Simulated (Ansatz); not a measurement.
Job for Ansatz (a quantum-chemistry and plane-wave program): R-B3LYP-D3(BJ)/def2-SVP on Cl6In2 (SMILES [Cl][In-]1([Cl])[Cl+][In-]([Cl])([Cl])[Cl+]1). Elements past Kr take the def2 small-core potentials; no spin–orbit coupling.

Ansatz 0.2 input:
```yaml
crystal:
  periodic: [false, false, false]
  atoms:
    - {symbol: In, position_ang: [-0.00000000, 0.00000000, 1.78540000]}
    - {symbol: In, position_ang: [-0.00000000, -0.00000000, -1.78540000]}
    - {symbol: Cl, position_ang: [1.74620000, 0.00000000, 0.00000000]}
    - {symbol: Cl, position_ang: [-1.74620000, 0.00000000, 0.00000000]}
    - {symbol: Cl, position_ang: [0.00000000, 2.03670000, 2.79520000]}
    - {symbol: Cl, position_ang: [-0.00000000, -2.03670000, 2.79520000]}
    - {symbol: Cl, position_ang: [-0.00000000, 2.03670000, -2.79520000]}
    - {symbol: Cl, position_ang: [0.00000000, -2.03670000, -2.79520000]}
basis:
  gaussian:
    orbitals: def2-SVP
hamiltonian:
  xc: b3lyp
  dispersion: d3bj
relax: {f_tol: 0.004, max_steps: 120}
scf: {lower_state_search: off}
```

It printed:

```
WARN ansatz: RAYON_NUM_THREADS=4 ignored (pool sized by the plan → 4); use --threads N
Functional definition: B3LYP
these checks for a lower state are left out or cut short: stability, starts, cluster_reference, orbital_swaps, neighbouring_geometries, increment
integrals: 0.16 GiB planned
1731 factors; integrals over basis functions are off by at most 1.7e-4 eV
mean field: 1.84 GiB planned
mean field evaluation 1: about -85471.8353 eV, gradient 3.2e1 eV
mean field evaluation 2: about -85468.8954 eV, gradient 4.6e1 eV
mean field evaluation 4: about -85474.6800 eV, gradient 9.0e-1 eV
mean field evaluation 8: about -85474.6845 eV, gradient 1.0e-2 eV
mean field evaluation 16: about -85474.6845 eV, gradient 2.6e-6 eV
mean field -85474.68446808 eV, -3141.1367173800 hartree, gradient 7.8e-7 eV, S^2 0.000000; 0 other end points of the search recorded, 0 dependent functions left out
the calculation of the forces begins
reference -85474.68481828 eV, -3141.1367302495 hartree; 72, 72 occupied and 88, 88 virtual orbitals, 1731 factors
relax step   1: F+E_penalty+E_count = -85475.54674822 eV  Δ(F+E_penalty+E_count) = +0.000e0 eV  max|allowed force component| = 9.163e-1 eV/Å  Δτ_max = 0.0000 Å  (14 SCF iters, accepted)
these checks for a lower state are left out or cut short: stability, starts, cluster_reference, orbital_swaps, neighbouring_geometries, increment
integrals: 0.16 GiB planned
1731 factors; integrals over basis functions are off by at most 1.8e-4 eV
mean field: 1.86 GiB planned
mean field -85474.88988083 eV, -3141.1442661594 hartree, gradient 6.7e-6 eV, S^2 0.000000; 0 other end points of the search recorded, 0 dependent functions left out
the calculation of the forces begins
reference -85474.89023830 eV, -3141.1442792961 hartree; 72, 72 occupied and 88, 88 virtual orbitals, 1731 factors
relax step   2: F+E_penalty+E_count = -85475.70242437 eV  Δ(F+E_penalty+E_count) = -1.557e-1 eV  max|allowed force component| = 1.965e-1 eV/Å  Δτ_max = 0.1375 Å  (19 SCF iters, accepted)
these checks for a lower state are left out or cut short: stability, starts, cluster_reference, orbital_swaps, neighbouring_geometries, increment
integrals: 0.16 GiB planned
1731 factors; integrals over basis functions are off by at most 1.8e-4 eV
mean field: 1.87 GiB planned
mean field evaluation 32: about -85474.8891 eV, gradient 6.7e-6 eV
mean field -85474.88909189 eV, -3141.1442371662 hartree, gradient 6.7e-6 eV, S^2 0.000000; 0 other end points of the search recorded, 0 dependent functions left out
the calculation of the forces begins
reference -85474.88944682 eV, -3141.1442502097 hartree; 72, 72 occupied and 88, 88 virtual orbitals, 1731 factors
relax step   3: F+E_penalty+E_count = -85475.71504193 eV  Δ(F+E_penalty+E_count) = -1.262e-2 eV  max|allowed force component| = 7.591e-2 eV/Å  Δτ_max = 0.0542 Å  (21 SCF iters, accepted)
these checks for a lower state are left out or cut short: stability, starts, cluster_reference, orbital_swaps, neighbouring_geometries, increment
integrals: 0.16 GiB planned
1731 factors; integrals over basis functions are off by at most 1.8e-4 eV
mean field: 1.87 GiB planned
mean field -85474.89188323 eV, -3141.1443397461 hartree, gradient 6.8e-6 eV, S^2 0.000000; 0 other end points of the search recorded, 0 dependent functions left out
the calculation of the forces begins
reference -85474.89223979 eV, -3141.1443528496 hartree; 72, 72 occupied and 88, 88 virtual orbitals, 1731 factors
relax step   4: F+E_penalty+E_count = -85475.71564228 eV  Δ(F+E_penalty+E_count) = -6.003e-4 eV  max|allowed force component| = 1.174e-1 eV/Å  Δτ_max = 0.0404 Å  (20 SCF iters, accepted)
these checks for a lower state are left out or cut short: stability, starts, cluster_reference, orbital_swaps, neighbouring_geometries, increment
integrals: 0.16 GiB planned
1731 factors; integrals over basis functions are off by at most 1.8e-4 eV
mean field: 1.87 GiB planned
mean field -85474.89344653 eV, -3141.1443971963 hartree, gradient 6.8e-6 eV, S^2 0.000000; 0 other end points of the search recorded, 0 dependent functions left out
the calculation of the forces begins
reference -85474.89380248 eV, -3141.1444102771 hartree; 72, 72 occupied and 88, 88 virtual orbitals, 1731 factors
relax step   5: F+E_penalty+E_count = -85475.71719024 eV  Δ(F+E_penalty+E_count) = -1.548e-3 eV  max|allowed force component| = 9.758e-3 eV/Å  Δτ_max = 0.0159 Å  (21 SCF iters, accepted)
these checks for a lower state are left out or cut short: stability, starts, cluster_reference, orbital_swaps, neighbouring_geometries, increment
integrals: 0.16 GiB planned
1731 factors; integrals over basis functions are off by at most 1.8e-4 eV
mean field: 1.87 GiB planned
mean field -85474.89337678 eV, -3141.1443946331 hartree, gradient 1.5e-6 eV, S^2 0.000000; 0 other end points of the search recorded, 0 dependent functions left out
the calculation of the forces begins
reference -85474.89373269 eV, -3141.1444077123 hartree; 72, 72 occupied and 88, 88 virtual orbitals, 1731 factors
relax step   6: F+E_penalty+E_count = -85475.71721302 eV  Δ(F+E_penalty+E_count) = -2.278e-5 eV  max|allowed force component| = 2.089e-3 eV/Å  Δτ_max = 0.0013 Å  (14 SCF iters, accepted)
Total energy: -85475.71756892 eV, -3141.1746831357 hartree
Atom 0 at    -0.000000    -0.000000     1.836349 Å, force     0.000000    -0.000000    -0.001157 eV/Å
Atom 1 at     0.000000     0.000000    -1.836349 Å, force    -0.000000    -0.000000     0.001157 eV/Å
Atom 2 at     1.770996    -0.000000     0.000000 Å, force    -0.002089    -0.000000     0.000000 eV/Å
Atom 3 at    -1.770996     0.000000     0.000000 Å, force     0.002089     0.000000     0.000000 eV/Å
Atom 4 at    -0.000000     2.082889     2.889410 Å, force    -0.000000     0.001367    -0.000298 eV/Å
Atom 5 at     0.000000    -2.082889     2.889410 Å, force     0.000000    -0.001367    -0.000298 eV/Å
Atom 6 at    -0.000000     2.082889    -2.889410 Å, force    -0.000000     0.001367     0.000298 eV/Å
Atom 7 at     0.000000    -2.082889    -2.889410 Å, force     0.000000    -0.001367     0.000298 eV/Å
Dipole moment:     0.000000     0.000000    -0.000000 e Å
Checks for a lower state left out: stability, starts, cluster_reference, orbital_swaps, neighbouring_geometries, increment
```

The run converged.

Cost: about 100 core-seconds (a rough figure).
